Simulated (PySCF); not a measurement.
F4Hf, multiplicity 1. Atoms are numbered in the order given.

```xyz
5

Hf     0.0000     0.0000     0.0000
F     -1.1036     1.1036    -1.1036
F      1.1036     1.1036     1.1036
F      1.1036    -1.1036    -1.1036
F     -1.1036    -1.1036     1.1036
```
Charge 0, spin multiplicity 1.

Coordinates come from a B3LYP-D3(BJ)/def2-SVP optimisation. The multiplicity is an assumed one; other spin states were not compared. The isomer is the one that the SMILES or the coordinates give; other isomers of the formula were not compared. The def2 effective core potentials stand for the cores of Hf; spin–orbit coupling is left out.

Computed with PBE0/def2-TZVP in PySCF.

Symmetry labels are those of the subgroup D2 that the program uses (full group Td).

Computed valence orbital energies around the gap with their symmetry:
| orbital | symmetry | energy (eV) |
|---|---|---|
| HOMO−7 | A | -13.09 |
| HOMO−6 | A | -13.09 |
| HOMO−5 | B1 | -12.24 |
| HOMO−4 | B2 | -12.24 |
| HOMO−3 | B3 | -12.24 |
| HOMO−2 | B1 | -12.16 |
| HOMO−1 | B2 | -12.16 |
| HOMO | B3 | -12.16 |
| LUMO | A | -0.96 |
| LUMO+1 | A | -0.75 |
| LUMO+2 | A | -0.75 |
| LUMO+3 | B1 | 0.13 |
